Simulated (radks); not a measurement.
Valence configurations of Tl. Method: scalar-relativistic Kohn-Sham, PBE, spin-polarised, spherical densities, finite nucleus; open shells are filled with parallel spins first (spin-orbit coupling, left out, can overturn this in heavy ions); Fermi nuclear charge, rms radius 5.4759 fm; computed with a radial shooting solver on a logarithmic mesh with Libxc functionals. Energies are relative to [Hg] 6p1; eigenvalues in eV for spin up.

valence                     E (eV)  moment (Bohr magnetons)    e(4f)    e(5d)   e(6p)    e(6s)
[Hg] 6p1                     0.000                        1  -113.99  -15.485  -2.615   -9.732
[Xe] 4f13 5d10 6s2 6p2      119.54                        3  -133.02  -21.312  -3.938  -12.173
[Xe] 4f13.5 5d10 6s2 6p1.5  57.725                        2  -123.42  -18.382  -3.293  -10.976
[Xe] 4f14 5d8 6s2 6p3       30.355                        5  -125.28  -24.463  -5.139  -14.280
[Xe] 4f14 5d9 6s2 6p2       13.998                        3  -119.65  -20.048  -3.945  -12.121
[Xe] 4f14 5d10 6s1 6p2       6.265                        3  -115.66  -17.237  -3.686  -11.311
[Xe] 4f14 5d10 6p3          14.022                        3  -117.43  -18.817  -4.424        -
[Xe] 4f14 5d9.5 6s2 6p1.5    6.697                        2  -116.83  -17.794  -3.302  -10.964

NIST lists [Hg] 6p1 as the ground configuration; this level of theory agrees among the configurations tried. The energies are those of spherical high-spin densities, not of single terms.
